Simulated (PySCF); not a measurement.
## Correlation energy of Sr⁺ (strontium, charge +1)

[Kr] 4d1, 2D determinant (an excited configuration). Computed with PySCF 2.14 in def2-TZVPPD with the def2 core potential (28 electrons) (6s4p3d1f, 40 functions), with scalar relativity through the core potential. Frozen: nothing; 9 electrons correlated.

```tsv
level	correlation energy (mhartree)
CCSD	-184.00
(T)	-3.66
CCSD(T)	-187.66
```

Diagnostics: T1 = 0.0025, D1 = 0.0067, largest double amplitude 0.022.

Is a single reference adequate?

Yes, within this model without spin-orbit coupling: T1 lies below 0.03 and no double amplitude reaches 0.07.

The basis has no tight functions for the innermost shells, so their pair energies are far from complete.

This basis was not built for core-valence correlation, so the inner-shell part is incomplete.
